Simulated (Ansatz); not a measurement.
Ga6N7H20⁺, a cluster cut from zinc blende GaN (hydrogen-capped), relaxed as a singlet with RKS r2SCAN-D4/def2-SVP in Ansatz, starting from the GFN2-xTB geometry. Force threshold 0.03 eV/Å.

Start:

```xyz
33

N     0.460    2.796    0.717
N     1.261   -3.101   -0.234
N     0.697    0.845   -1.755
N     1.315   -0.215    1.145
N    -1.499    0.783    2.125
N    -1.280   -1.152   -0.339
N    -2.125    1.861   -0.766
Ga    2.530   -1.633    0.309
Ga    1.627    1.272   -0.033
Ga   -1.474    2.437    1.028
Ga   -0.374   -2.687   -1.341
Ga   -1.210    0.245   -1.657
Ga   -0.483   -0.871    1.396
H     0.572    3.612    0.103
H     0.893    3.093    1.601
H     0.964   -3.605    0.613
H     1.811   -3.794   -0.759
H     0.824    1.589   -2.452
H     1.211    0.039   -2.142
H     1.733   -0.031    2.064
H    -1.128    0.981    3.062
H    -2.470    0.494    2.296
H    -2.248   -1.470   -0.208
H    -2.084    2.649   -1.423
H    -3.128    1.642   -0.705
H     3.120   -1.017   -1.010
H     3.395   -2.177    1.468
H     3.045    1.813   -0.200
H    -2.243    3.605    1.634
H     0.124   -2.115   -2.714
H    -1.330   -3.894   -1.211
H    -1.866    0.022   -3.016
H    -0.640   -2.017    2.402
```

**Question.** Estimate the energy that the relaxation releases and the steps that it takes.

**Answer.** 18.1 kJ/mol, in 6 steps; 39 s on 2 threads of AMD EPYC 7R13 on a shared host and a share (18 GiB) of an NVIDIA H100 80GB HBM3. No frequencies were taken in this run, so the end may be a saddle point.

**Question.** Does the start keep its bonding and symmetry?

**Answer.** By distances, no bond broke or formed. The bond that changes most is N5–Ga13, from 2.07 to 2.04 Å (atoms count from 1). Point group Cs at the start, Cs at the end, both within 0.05 Å.

**Question.** Predict the relaxed structure.

**Answer.** 
Cartesian coordinates in Å:
```
N 0.436 2.775 0.712
N 1.205 -3.138 -0.116
N 0.670 0.847 -1.711
N 1.327 -0.225 1.083
N -1.474 0.778 2.085
N -1.230 -1.153 -0.377
N -2.101 1.854 -0.739
Ga 2.524 -1.679 0.287
Ga 1.632 1.312 -0.037
Ga -1.481 2.446 1.038
Ga -0.329 -2.715 -1.340
Ga -1.230 0.272 -1.672
Ga -0.478 -0.857 1.382
H 0.541 3.606 0.118
H 0.873 3.077 1.591
H 0.892 -3.615 0.736
H 1.748 -3.855 -0.610
H 0.812 1.573 -2.421
H 1.182 0.036 -2.091
H 1.761 -0.067 1.999
H -1.115 0.974 3.026
H -2.442 0.492 2.268
H -2.188 -1.500 -0.256
H -2.087 2.652 -1.385
H -3.102 1.635 -0.681
H 2.920 -1.097 -1.123
H 3.518 -2.130 1.397
H 3.054 1.903 -0.218
H -2.266 3.633 1.657
H 0.338 -2.035 -2.597
H -1.344 -3.895 -1.375
H -1.910 0.100 -3.055
H -0.657 -2.002 2.424
```
Bond lengths (bridged metal pairs left out): 16 × Ga–N 1.93 to 2.04 Å; 12 × H–N 1.03 Å; 8 × Ga–H 1.55 to 1.58 Å.
